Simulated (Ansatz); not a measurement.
Reaction (isomerisation): `C1=NC[SiH2]1` → `C[SiH2]C#N`

Gas-phase electronic energies from Ansatz, PBE0-D4/def2-TZVP geometries. CBS: MP2 limit from def2 TZ/QZ plus the TZ coupled-cluster correction, frozen cores. Functionals use def2-TZVPP. HSE06 is defined as in plane-wave codes.

| level | ΔE (kcal/mol) | difference from CCSD(T)/CBS |
| --- | --- | --- |
| revPBE-D4 | -35.5 | 5.8 |
| PBE0-D4 | -35.4 | 5.9 |
| r2SCAN0-D4 | -38.6 | 2.7 |
| HSE06-D4 | -35.3 | 6.0 |
| PBE-QIDH | -39.0 | 2.3 |
| revPBE | -37.8 | 3.5 |
| r2SCANh | -39.0 | 2.3 |
| BHLYP | -42.6 | -1.3 |
| MP2/def2-QZVPP | -43.9 | -2.6 |
| CCSD/CBS(def2) | -42.3 | -1.0 |
| CCSD(T)/CBS | -41.3 | 0 |

Largest T1 diagnostic among the species: 0.013.

The D4 term adds +0.8 kcal/mol with B3LYP and +0.3 kcal/mol with PBE0; it sums over pairs of atoms, weighted by their polarisabilities, and B3LYP, whose exchange is more repulsive, gets the larger term. In def2-TZVPP, CCSD(T) changes the Hartree–Fock value by +6.3 kcal/mol (the triples alone add +1.0 kcal/mol) and MP2 by +4.1 kcal/mol. At CCSD(T), def2-SVP lies −2.1 kcal/mol from the extrapolated value and def2-TZVPP −1.3 kcal/mol.

B3LYP here is the variant with VWN-RPA as its local correlation; programs differ in this.
